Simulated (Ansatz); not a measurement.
Species: GaH$_{2}$I, charge 0, singlet. GaH2I (SMILES [GaH2][I]).
B3LYP-D3(BJ)/def2-TZVP minimum from Ansatz (an electronic-structure program):
```
Ga
H 1 1.5591
H 1 1.5591 2 128.37
I 1 2.5122 2 115.82 3 -180.00
```

Property: atomisation energy (electronic, to ground-state atoms), in kJ/mol. UHF or UKS for unpaired electrons; spin-orbit terms are left out. Cores are frozen in correlated methods (noble-gas shells, and filled d and f shells in the p block). Past Kr the def2 sets carry scalar-relativistic core potentials. CBS(X,Y): correlation extrapolated as X^-3, Hartree-Fock from the larger set. A bracket is a step between two methods taken in the basis named. For partners of very few electrons the exact lower level stands in for a higher one. Spin-orbit terms, left out, reach several kcal/mol for Br and I, and more for heavier atoms.

CCSD(T)/CBS(def2-TZVPP,def2-QZVPP) + [CCSDT(Q) - CCSD(T)]/def2-TZVPP + [CCSDTQ - CCSDT(Q)]/def2-SVP (Ansatz) gives 833.0 kJ/mol.

Question: How far off this value is PBE/def2-TZVPD (Ansatz), in which direction, and how far these levels: B3LYP/def2-TZVPD, PBE0/def2-TZVPD, wB97M-V/def2-TZVPD, CCSD(T)/CBS(def2-TZVPP,def2-QZVPP)?

Answer: PBE gives 810.8 kJ/mol, 22.2 kJ/mol below it. Differences of the others: B3LYP/def2-TZVPD (Ansatz) -31.1; PBE0/def2-TZVPD (Ansatz) -18.2; wB97M-V/def2-TZVPD (Ansatz) -14.7; CCSD(T)/CBS(def2-TZVPP,def2-QZVPP) (Ansatz) -0.6 kJ/mol.
